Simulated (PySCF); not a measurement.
## How methods differ on the excitation energy of Cr²⁺

Cr²⁺ [Ar] 3d4 (5D) → Cr²⁺ [Ar] 3d3 4p1 (high-spin determinant), as a difference of total energies. Computed with PySCF 2.14 in def2-QZVPPD (11s6p5d3f2g, 93 functions), with no relativity, point nucleus. Correlated levels: valence: [Ar] frozen; valence and next inner shell: [Ne] frozen. The calculations carry no spin-orbit coupling.

```json
{"method": "UHF", "excitation energy (cm⁻¹)": "91005"}
{"method": "LDA", "excitation energy (cm⁻¹)": "98029"}
{"method": "PBE", "excitation energy (cm⁻¹)": "95159"}
{"method": "PBE0", "excitation energy (cm⁻¹)": "95744"}
{"method": "r2SCAN", "excitation energy (cm⁻¹)": "94087"}
{"method": "CAM-B3LYP", "excitation energy (cm⁻¹)": "95977"}
{"method": "wB97X-V", "excitation energy (cm⁻¹)": "96548"}
{"method": "HSE06", "excitation energy (cm⁻¹)": "95331"}
{"method": "B2PLYP", "excitation energy (cm⁻¹)": "94875"}
{"method": "MP2 (valence)", "excitation energy (cm⁻¹)": "94937"}
{"method": "SCS-MP2 (valence)", "excitation energy (cm⁻¹)": "92316"}
{"method": "MP2 (valence and next inner shell)", "excitation energy (cm⁻¹)": "98274"}
{"method": "SCS-MP2 (valence and next inner shell)", "excitation energy (cm⁻¹)": "95627"}
```

A first-order spin-orbit estimate (lowest level to lowest level, LS coupling) adds -0.051 eV.

The determinant of the upper state mixes LS terms, which raises its energy above the lowest term, most at the Hartree-Fock and MP2 levels.
